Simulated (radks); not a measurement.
Values are calculated unless marked as measured or tabulated.
Species: the boron anion B-. Configuration: [He] 2s2 2p2.

Level of theory: scalar-relativistic Kohn-Sham, LDA (Slater exchange, VWN5 correlation), spin-polarised, spherical densities, point nucleus; open shells are filled with parallel spins first; hard spherical wall at 2 bohr (a radial shooting solver on a logarithmic mesh with Libxc functionals).

Energy parts (Ry):
part                      energy
total                  -39.71333
kinetic                 68.12280
electron-nucleus      -138.81733
Hartree                 41.22849
exchange-correlation   -10.24729

Orbitals (lengths in bohr, moments of r in powers of bohr; r(max) is where P^2 peaks):
orbital  occ.  eigenvalue (Ry)  r(max)
1s up       1         -8.75300  0.2148
1s down     1         -8.61565  0.2140
2s up       1          3.72473   1.179
2p up       2          3.95099   1.068
2s down     1          4.01029   1.185
2p down     0          4.27349   1.079
3d up       0          7.93479   1.302
3d down     0          8.21866   1.309
3p up       0         12.21024  0.5838
3p down     0         12.47111  0.5830
3s up       0         14.15926   1.577
3s down     0         14.41630   1.579

The highest occupied level is 2s down at 54.563 eV. Summed over all electrons, <r^2> = 5.634 bohr^2, which gives a Langevin (diamagnetic) susceptibility term of -4.46 x 10^-6 cm^3/mol. Spin moment in Bohr magnetons: 2. The pressure on the wall is 4230 GPa.
